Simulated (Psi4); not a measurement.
C4H9Se (SMILES C[CH][Se]CC), doublet, geometry from GFN2-xTB, atoms displaced at random by about 0.08 Å a coordinate; PBE/STO-3G, gradient (Psi4).

The Psi4 input:
```
memory 2 GB

molecule {
0 2
C     2.14638466    0.50953987    1.30756493
C     1.06381313    0.66536775    0.80390134
Se    0.15281543   -0.56297834   -0.38103254
C    -1.46699794    0.34151258   -0.69267137
C    -2.30773782    0.25441313    0.70432072
H     2.20894977    1.09500591    2.25676719
H     2.31355686   -0.66159594    1.43019514
H     3.15321223    0.99395916    0.84273963
H     0.67070265    1.77251406    0.45999619
H    -2.11033200   -0.31781395   -1.46466891
H    -1.53400693    1.28661763   -1.21319508
H    -1.76025142    0.86909741    1.43232118
H    -3.31078285    0.81637439    0.51870328
H    -2.33110363   -0.64435071    0.88047846
symmetry c1
no_reorient
no_com
}

set {
  basis sto-3g
  reference uks
}

gradient('pbe')
print_variables()
```

What the program printed (banner, timings and long lists left out):

```
gradient() will perform analytic gradient computation.

   => Loading Basis Set <=

    Name: STO-3G
    Role: ORBITAL
    Keyword: BASIS

         ---------------------------------------------------------
                                   SCF
               by Justin Turney, Rob Parrish, Andy Simmonett
                          and Daniel G. A. Smith
                              UKS Reference
         ---------------------------------------------------------

  ==> Geometry <==

    Molecular point group: c1
    Full point group: C1

    Geometry (in Angstrom), charge = 0, multiplicity = 2:

       Center              X                  Y                   Z               Mass
    ------------   -----------------  -----------------  -----------------  -----------------
         C            2.146384660000     0.509539870000     1.307564930000    12.000000000000
         C            1.063813130000     0.665367750000     0.803901340000    12.000000000000
         SE           0.152815430000    -0.562978340000    -0.381032540000    79.916521800000
         C           -1.466997940000     0.341512580000    -0.692671370000    12.000000000000
         C           -2.307737820000     0.254413130000     0.704320720000    12.000000000000
         H            2.208949770000     1.095005910000     2.256767190000     1.007825032230
         H            2.313556860000    -0.661595940000     1.430195140000     1.007825032230
         H            3.153212230000     0.993959160000     0.842739630000     1.007825032230
         H            0.670702650000     1.772514060000     0.459996190000     1.007825032230
         H           -2.110332000000    -0.317813950000    -1.464668910000     1.007825032230
         H           -1.534006930000     1.286617630000    -1.213195080000     1.007825032230
         H           -1.760251420000     0.869097410000     1.432321180000     1.007825032230
         H           -3.310782850000     0.816374390000     0.518703280000     1.007825032230
         H           -2.331103630000    -0.644350710000     0.880478460000     1.007825032230

  Running in c1 symmetry.

  Rotational constants: A =      0.16945  B =      0.07100  C =      0.05577 [cm^-1]
  Rotational constants: A =   5079.96310  B =   2128.67472  C =   1671.82530 [MHz]
  Nuclear repulsion =  351.414301459882665

  Charge       = 0
  Multiplicity = 2
  Electrons    = 67
  Nalpha       = 34
  Nbeta        = 33

  ==> Algorithm <==

  SCF Algorithm Type is DF.
  DIIS enabled.
  MOM disabled.
  Fractional occupation disabled.
  Guess Type is SAD.
  Energy threshold   = 1.00e-08
  Density threshold  = 1.00e-08
  Integral threshold = 1.00e-12

  ==> Primary Basis <==

  Basis Set: STO-3G
    Blend: STO-3G
    Number of shells: 29
    Number of basis functions: 47
    Number of Cartesian functions: 48
    Spherical Harmonics?: true
    Max angular momentum: 2

  ==> DFT Potential <==

   => LibXC <=

    Version 7.1.2
    S. Lehtola, C. Steigemann, M. J. T. Oliveira, and M. A. L. Marques,  SoftwareX 7, 1–5 (2018) (10.1016/j.softx.2017.11.002)

   => Composite Functional: PBE <=

    PBE GGA Exchange-Correlation Functional

    J.P. Perdew et. al., Phys. Rev. Lett., 77(18), 3865-3868, 1996

    Deriv               =              1
    GGA                 =           TRUE
    Meta                =          FALSE

    Exchange Hybrid     =          FALSE
    MP2 Hybrid          =          FALSE

   => Exchange Functionals <=

    1.0000     XC_GGA_X_PBE

   => Correlation Functionals <=

    1.0000     XC_GGA_C_PBE

   => LibXC Density Thresholds  <==

    XC_GGA_C_PBE:  1.00E-12
    XC_GGA_X_PBE:  1.00E-15

   => Molecular Quadrature <=

    Radial Scheme          =       TREUTLER
    Pruning Scheme         =           NONE
    Nuclear Scheme         =       TREUTLER

    Blocking Scheme        =         OCTREE
    BS radius alpha        =              1
    Pruning alpha          =              1
    Radial Points          =             75
    Spherical Points       =            302
    Total Points           =         295939
    Total Blocks           =           2248
    Max Points             =            256
    Max Functions          =             44
    Weights Tolerance      =       1.00E-15

   => Loading Basis Set <=

    Name: (STO-3G AUX)
    Role: JKFIT
    Keyword: DF_BASIS_SCF

  ==> Integral Setup <==

  SCF_SUBTYPE=INCORE selected. In-core MEM_DF algorithm will be used.
  Using in-core AOs.

  ==> MemDFJK: Density-Fitted J/K Matrices <==

    J tasked:                   Yes
    K tasked:                    No
    wK tasked:                   No
    Algorithm:                 Core
    Schwarz Cutoff:           1E-12
    Mask sparsity (%):       3.8026
    Fitting Condition:        1E-10

   => Auxiliary Basis Set <=

  Basis Set: (STO-3G AUX)
    Blend: DEF2-UNIVERSAL-JKFIT
    Number of shells: 214
    Number of basis functions: 728
    Number of Cartesian functions: 907
    Spherical Harmonics?: true
    Max angular momentum: 5

  Minimum eigenvalue in the overlap matrix is 1.3105776131E-01.
  Reciprocal condition number of the overlap matrix is 5.3615695965E-02.
    Using symmetric orthogonalization.

  ==> Pre-Iterations <==

  SCF Guess: Superposition of Atomic Densities via on-the-fly atomic UHF (no occupation information).

   -------------------------
    Irrep   Nso     Nmo
   -------------------------
     A         47      47
   -------------------------
    Total      47      47
   -------------------------

  ==> Iterations <==

                           Total Energy        Delta E     RMS |[F,P]|

   @DF-UKS iter SAD: -2526.68129117360695   -2.52668e+03   0.00000e+00
   @DF-UKS iter   1: -2529.80705293036499   -3.12576e+00   8.73989e-03 ADIIS/DIIS
   @DF-UKS iter   2: -2529.46799508424419    3.39058e-01   1.50653e-02 ADIIS/DIIS
   @DF-UKS iter   3: -2529.93676173250515   -4.68767e-01   3.23294e-03 ADIIS/DIIS
[...]
  @DF-UKS Final Energy: -2529.95410258322681
    Total Energy =                      -2529.9541025832268133
[...]

 L = 1.  Multiply by 2.5417464519 to convert [e a0] to [Debye]
 Dipole X            :          1.4926348           -1.6848014           -0.1921666
 Dipole Y            :          6.6069051           -6.2482956            0.3586095
 Dipole Z            :         -9.3144320            9.3105378           -0.0038942
 Magnitude           :                                                    0.4068710

 ------------------------------------------------------------------------------------

         ------------------------------------------------------------
                                   SCF GRAD
                          Rob Parrish, Justin Turney,
                       Andy Simmonett, and Alex Sokolov
         ------------------------------------------------------------

  ==> Geometry <==

    Molecular point group: c1
    Full point group: C1

    Geometry (in Angstrom), charge = 0, multiplicity = 2:

       Center              X                  Y                   Z               Mass
    ------------   -----------------  -----------------  -----------------  -----------------
         C            2.146384660000     0.509539870000     1.307564930000    12.000000000000
         C            1.063813130000     0.665367750000     0.803901340000    12.000000000000
         SE           0.152815430000    -0.562978340000    -0.381032540000    79.916521800000
         C           -1.466997940000     0.341512580000    -0.692671370000    12.000000000000
         C           -2.307737820000     0.254413130000     0.704320720000    12.000000000000
         H            2.208949770000     1.095005910000     2.256767190000     1.007825032230
         H            2.313556860000    -0.661595940000     1.430195140000     1.007825032230
         H            3.153212230000     0.993959160000     0.842739630000     1.007825032230
         H            0.670702650000     1.772514060000     0.459996190000     1.007825032230
         H           -2.110332000000    -0.317813950000    -1.464668910000     1.007825032230
         H           -1.534006930000     1.286617630000    -1.213195080000     1.007825032230
         H           -1.760251420000     0.869097410000     1.432321180000     1.007825032230
         H           -3.310782850000     0.816374390000     0.518703280000     1.007825032230
         H           -2.331103630000    -0.644350710000     0.880478460000     1.007825032230

  Nuclear repulsion =  351.414301459882665

  ==> Basis Set <==

  Basis Set: STO-3G
    Blend: STO-3G
    Number of shells: 29
    Number of basis functions: 47
    Number of Cartesian functions: 48
    Spherical Harmonics?: true
    Max angular momentum: 2

  ==> DFJKGrad: Density-Fitted SCF Gradients <==

    Gradient:                    1
    J tasked:                  Yes
    K tasked:                   No
    wK tasked:                  No
    Integrals threads:           1
    Schwarz Cutoff:          1E-12
    Fitting Condition:       1E-10

   => Auxiliary Basis Set <=

  Basis Set: (STO-3G AUX)
    Blend: DEF2-UNIVERSAL-JKFIT
    Number of shells: 214
    Number of basis functions: 728
    Number of Cartesian functions: 907
    Spherical Harmonics?: true
    Max angular momentum: 5

  ==> DFT Potential <==

   => LibXC <=

    Version 7.1.2
    S. Lehtola, C. Steigemann, M. J. T. Oliveira, and M. A. L. Marques,  SoftwareX 7, 1–5 (2018) (10.1016/j.softx.2017.11.002)

   => Composite Functional: PBE <=

    PBE GGA Exchange-Correlation Functional

    J.P. Perdew et. al., Phys. Rev. Lett., 77(18), 3865-3868, 1996

    Deriv               =              1
    GGA                 =           TRUE
    Meta                =          FALSE

    Exchange Hybrid     =          FALSE
    MP2 Hybrid          =          FALSE

   => Exchange Functionals <=

    1.0000     XC_GGA_X_PBE

   => Correlation Functionals <=

    1.0000     XC_GGA_C_PBE

   => LibXC Density Thresholds  <==

    XC_GGA_C_PBE:  1.00E-12
    XC_GGA_X_PBE:  1.00E-15

   => Molecular Quadrature <=

    Radial Scheme          =       TREUTLER
    Pruning Scheme         =           NONE
    Nuclear Scheme         =       TREUTLER

    Blocking Scheme        =         OCTREE
    BS radius alpha        =              1
    Pruning alpha          =              1
    Radial Points          =             75
    Spherical Points       =            302
    Total Points           =         295939
    Total Blocks           =           2248
    Max Points             =            256
    Max Functions          =             44
    Weights Tolerance      =       1.00E-15

  -Total Gradient:
     Atom            X                  Y                   Z
    ------   -----------------  -----------------  -----------------
       1       -0.391321615813     0.082215955076    -0.168656677211
       2        0.415158981415    -0.126946648260     0.233860003615
       3       -0.043542023379     0.016253488855     0.002352510578
       4        0.085642322047     0.049590244527     0.004808543803
       5        0.003732086444    -0.286090976840     0.104710768723
       6       -0.005273177287     0.011405843124    -0.018868953536
       7       -0.013470981290    -0.047153983071    -0.010408564949
       8        0.026623158001     0.023622845951     0.001109332371
       9       -0.020182715880     0.052805653014    -0.028690550392
      10       -0.033033827782    -0.018678479765    -0.035402999465
      11       -0.015589500261    -0.029418208416    -0.003550266398
      12       -0.001807675283     0.006748619287    -0.009336455798
      13       -0.026808664330     0.031342643621    -0.011321541267
      14        0.019803590808     0.234525714384    -0.060539440970

  Variable Map:
  ----------------------------------------------------------------------------
[...]
  Array Variable Map:
  ----------------------------------------------------------------------------
[...]
[...]
```
